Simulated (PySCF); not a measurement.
GaH₃S, SMILES [SH][GaH2].

Geometry optimised at ωB97X-D3(BJ)/def2-TZVP.

These are PBE0/def2-TZVPD run with PySCF values and carry that method's errors.

Isolated molecule, no solvent.

The total energy is -2324.48753 hartree, the point group is Cs and the highest occupied level is -7.77 eV. The lowest empty level is -1.53 eV and the orbital gap is 6.24 eV. The dipole moment is 1.12 D, the quadrupole, principal values (traceless, Buckingham form, about the centre of nuclear charge) is -3.93, 1.91, 2.03 D·Å and the mean static polarisability comes out as 53.7 bohr³ (7.96 Å³). The polarisability, principal values is 42.7, 51.2, 67.3 bohr³.
